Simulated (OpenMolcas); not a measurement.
**Sm3+: moving or changing the point charges**

Sm3+ among 8 point charges of -1 e arranged as a hexagonal bipyramid (D6h), 2.68 Å from the ion, with the axial distance 3.189 Å.

| Quantity | Value |
| --- | --- |
| Program | OpenMolcas |
| Method | CASSCF |
| Basis | ANO-RCC-VTZP [8s7p5d3f2g1h] |
| Scalar Hamiltonian | DKH2, point nucleus |
| Active space | 5 electrons in 7 orbitals (4f) |
| State averaging | 2S+1 = 6 odd, 21 roots; 2S+1 = 4 odd, 128 roots kept (CI in the orbitals of an earlier block, 108 in the spin-orbit step); 2S+1 = 2 odd, 124 roots kept (CI in the orbitals of an earlier block, 40 in the spin-orbit step) |
| Spin-orbit coupling | state interaction with AMFI integrals over the reference wave functions |

Runs around this geometry, states. Energies in cm-1 above the lowest state or level, χT in cm3 K/mol.

```tsv
R (Å)	q (e)	Ground state	First state of that spin	First gap with spin-orbit (degeneracies)	Width of lowest J	χT at 300 K
2.68	-0.5	2S+1 = 6	146.3	228.4 (2, 2)	379	0.302
2.68	-1	2S+1 = 6	289.2	441.7 (2, 2)	759	0.295
2.91	-1	2S+1 = 6	239.8	356.5 (2, 2)	595	0.298
3.14	-1	2S+1 = 6	199.3	289.8 (2, 2)	473	0.300
```

Taking the width of the lowest J multiplet as R^-n, n = -ln(473 / 759) / ln(3.14 / 2.68) = 3.0 between the shortest and longest distance.

Scaling the charges by -0.5 / -1 = 0.50 scales the width of the lowest J multiplet by 379 / 759 = 0.50; with fixed orbitals a first-order splitting would follow the charge.

High states are left out of the spin-orbit mixing, which shifts the levels that they would mix with. This is an electrostatic model: the charges have no orbitals. An unlabelled pair can be two single states that coincide in this model. A group larger than the point group allows holds several states that coincide in this model. No measured value stands beside these numbers.

A state without a sure symmetry label is named by its multiplicity alone.
